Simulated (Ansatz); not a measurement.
System: CH$_{4}$BO$_{2}$ (charge -1, singlet). It need not be the lowest isomer of its formula. Whether it binds its extra electron was not tested at this geometry. SMILES: [CH2-]B(O)O
Structure (B3LYP-D3(BJ)/def2-TZVP (Ansatz, a quantum-chemistry and plane-wave program) minimum search):
```
B
O 1 1.4317
H 2 0.9599 1 106.61
O 1 1.4317 2 109.27 3 180.00
H 4 0.9599 1 106.61 2 -180.00
C 1 1.4699 2 125.36 3 0.00
H 6 1.0907 1 123.45 2 180.00
H 6 1.0907 7 113.11 1 180.00
```
Charge -1, spin multiplicity 1.

Parts of the frozen-core correlation energy in cc-pVDZ (Ansatz, hartree). Frozen orbitals: 4; correlated occupied orbitals by spin: 12 and 12; virtual: 60 and 60. No spin-orbit coupling. No relativistic terms.

| term | value |
|---|---|
| reference (HF) | -214.67125 |
| MP2 opposite-spin | (withheld) |
| MP2 same-spin | -0.15779 |
| CCSD correlation | (withheld) |
| (T) | (withheld) |
| T1 diagnostic | 0.012 |
| largest doubles amplitude | 0.058 |

**Question.** Complete the blanks.

**Answer.** 
- MP2 opposite-spin, value: -0.45099
- CCSD correlation, value: -0.63689
- (T), value: -0.01615
